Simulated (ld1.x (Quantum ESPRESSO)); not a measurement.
## Building the ultrasoft potential for Ti (revPBE, scalar-relativistic).

ld1.x (Quantum ESPRESSO) 7.5 input, shortened:

```
&input
   title='Ti', zed=22., rel=1, dft='REVPBE', iswitch=3,
   config='[Ar] 3d2 4s1.75 4p0.25'
 /
 &inputp
   pseudotype=3, tm=.true., lloc=-2, rcloc=0.95,
   nlcc=.true.,
   which_augfun='PSQ', rmatch_augfun_nc=.true.
 /
6
3S  1  0   2.00   0.00  1.35  1.60  0.0
4S  2  0   1.75   0.00  1.35  1.60  0.0
3P  2  1   6.00   0.00  0.30  0.35  0.0
4P  3  1   0.25   0.00  0.30  0.35  0.0
3D  3  2   2.00   0.00  1.20  1.35  0.0
3D  3  2   0.00  -0.05  1.20  1.35  0.0
 &test
   configts(1)='3s2 3p6 3d2 4s1.75 4p0.25'
 /
```

All-electron outer shells of the reference configuration (revPBE, scalar-relativistic, ld1.x):

| shell | level (eV) | outermost node (bohr) | outermost maximum (bohr) |
| --- | --- | --- | --- |
| 2s | -537.40 | 0.09 | 0.27 |
| 2p | -444.56 | – | 0.22 |
| 3s | -63.05 | 0.40 | 0.87 |
| 3p | -39.23 | 0.37 | 0.90 |
| 4s | -4.63 | 1.24 | 2.92 |
| 3d | -4.53 | – | 0.98 |
| 4p | -1.62 | 1.39 | 3.80 |

Does this generation succeed?

No. ld1.x (Quantum ESPRESSO) 7.5 stopped with "chargeps: negative rho": the pseudo-density turned negative during the self-consistent test, most likely because a state had been found with a wrong node count and its wave set to zero before. The 3p radius of 0.35 bohr lies inside the outermost node of the all-electron wave at 0.37 bohr. Before that it printed "Warning: n=2, l=1 expected 0 nodes, found 1".
